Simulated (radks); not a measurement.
Values are calculated unless marked as measured or tabulated.
Problem. Numerical settings for neutral iron, [Ar] 3d6 4s2. Code: a radial shooting solver on a logarithmic mesh with Libxc functionals. Model: non-relativistic Kohn-Sham, PBE, spin-polarised, spherical densities, point nucleus; open shells are filled with parallel spins first. The defaults (mesh step 0.008 in ln r, mesh end at 40 bohr or more with all orbitals vanishing there, Anderson mixing 0.5 over 9 steps, residual threshold near 1e-9 with the energy settled to 1e-9 hartree or 1e-11 of itself, here a cap of 50 iterations) give E = -1263.4321 hartree and 4s at -4.782 eV in 15 iterations. Run on one thread of a shared host, so times are rough (Arm Neoverse V1): 0.17 s of CPU time, 0.17 s wall, 15 iterations on 2669 mesh points. One setting is changed at a time: mesh step in ln r 0.012; mesh step in ln r 0.003; mesh step in ln r 0.2; mesh end (bohr) 1; mesh end (bohr) 3; residual threshold 1e-05; residual threshold 0.001; mixing 0.01; linear mixing, mixing 0.05; linear mixing, mixing 0.2; mixing history 2; iteration cap 2. Which runs fail to converge, and which converge to a wrong energy?

Solution. Not converged within the cap: mesh step in ln r 0.2; linear mixing, mixing 0.05; linear mixing, mixing 0.2; iteration cap 2. Settled on a wrong energy, with an occupied level pushed above zero by the early mesh end: mesh end (bohr) 1 (+124 hartree); mesh end (bohr) 3 (+1.43 hartree). Apart from these: no run marked as converged misses the energy by more than 1 mhartree.
